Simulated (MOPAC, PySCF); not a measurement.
Stepwise substitution at one centre (Al F-SH). Isolated molecules, 0 K electronic values unless said otherwise. One relaxed conformer stands for each flexible species; it need not be the lowest. Strings in code marks are SMILES.

Quantity: vertical ionisation energy (energy after one electron is removed minus that of the parent at the parent's geometry), in eV.

Level 1: B3LYP/6-31G* // PBE-D3(BJ)/def2-TZVP (PySCF)
Level 2: minus the HOMO energy of HF/3-21G // PBE-D3(BJ)/def2-TZVP (PySCF)
Level 3: minus the HOMO energy of HF/6-31G* // PBE-D3(BJ)/def2-TZVP (PySCF)
Level 4: minus the HOMO energy of PM6 // PBE-D3(BJ)/def2-TZVP (MOPAC)

```csv
species,level 1,level 2,level 3,level 4
`[SH][Al]([SH])[SH]`,9.50,10.82,10.50,9.63
"`[F][Al]([SH])[SH]` (S–Al–S–H torsion 0°, S–Al–S–H torsion -179°)",9.83,11.00,10.69,9.80
`[F][Al]([F])[SH]` (F–Al–S–H torsion 180°),10.79,11.40,11.11,10.06
```
